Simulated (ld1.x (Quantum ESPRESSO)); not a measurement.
# An all-electron radial function and its pseudo partner (V)

Columns: radius, all-electron u(r) and pseudo u(r) of the 3d shell (level -8.81 eV) of vanadium in the configuration [Ar] 3d3 4s1.5 4p0; PW91, scalar-relativistic, TM scheme, ld1.x (Quantum ESPRESSO) 7.5.

```json
{"r (bohr)": "0.170", "all-electron": "0.1276", "pseudo": "0.0368"}
{"r (bohr)": "0.340", "all-electron": "0.4131", "pseudo": "0.2379"}
{"r (bohr)": "0.510", "all-electron": "0.6442", "pseudo": "0.5587"}
{"r (bohr)": "0.680", "all-electron": "0.7744", "pseudo": "0.8070"}
{"r (bohr)": "0.850", "all-electron": "0.8194", "pseudo": "0.8833"}
{"r (bohr)": "1.020", "all-electron": "0.8089", "pseudo": "0.8444"}
{"r (bohr)": "1.190", "all-electron": "0.7683", "pseudo": "0.7765"}
{"r (bohr)": "1.360", "all-electron": "0.7135", "pseudo": "0.7138"}
{"r (bohr)": "1.530", "all-electron": "0.6537", "pseudo": "0.6537"}
{"r (bohr)": "1.700", "all-electron": "0.5940", "pseudo": "0.5940"}
{"r (bohr)": "1.870", "all-electron": "0.5369", "pseudo": "0.5369"}
{"r (bohr)": "2.040", "all-electron": "0.4839", "pseudo": "0.4839"}
{"r (bohr)": "2.210", "all-electron": "0.4353", "pseudo": "0.4353"}
{"r (bohr)": "2.380", "all-electron": "0.3911", "pseudo": "0.3911"}
{"r (bohr)": "2.550", "all-electron": "0.3511", "pseudo": "0.3511"}
{"r (bohr)": "2.720", "all-electron": "0.3149", "pseudo": "0.3149"}
{"r (bohr)": "2.890", "all-electron": "0.2822", "pseudo": "0.2822"}
{"r (bohr)": "3.060", "all-electron": "0.2525", "pseudo": "0.2525"}
{"r (bohr)": "3.230", "all-electron": "0.2258", "pseudo": "0.2258"}
{"r (bohr)": "3.400", "all-electron": "0.2015", "pseudo": "0.2015"}
{"r (bohr)": "3.570", "all-electron": "0.1797", "pseudo": "0.1797"}
{"r (bohr)": "3.740", "all-electron": "0.1600", "pseudo": "0.1600"}
{"r (bohr)": "3.910", "all-electron": "0.1423", "pseudo": "0.1423"}
{"r (bohr)": "4.080", "all-electron": "0.1264", "pseudo": "0.1264"}
{"r (bohr)": "4.250", "all-electron": "0.1122", "pseudo": "0.1122"}
{"r (bohr)": "4.420", "all-electron": "0.0995", "pseudo": "0.0995"}
```

Problem. How many radial nodes do the two functions have?

Solution. The all-electron 3d function has n − l − 1 = 0; the pseudo-wave has 0.

Problem. At about which radius was the pseudo-wave matched?

Solution. 1.50 bohr, where the columns begin to agree (steps of 0.17 bohr).

Problem. Where does each function peak?

Solution. Outermost all-electron maximum near 0.85 bohr, pseudo maximum near 0.85 bohr (to the table’s step).

Problem. Is the pseudo-wave norm-conserving?

Solution. Yes: the TM scheme keeps the norm inside the radius equal to the all-electron one, which fixes the energy derivative of the logarithmic derivative at the level.
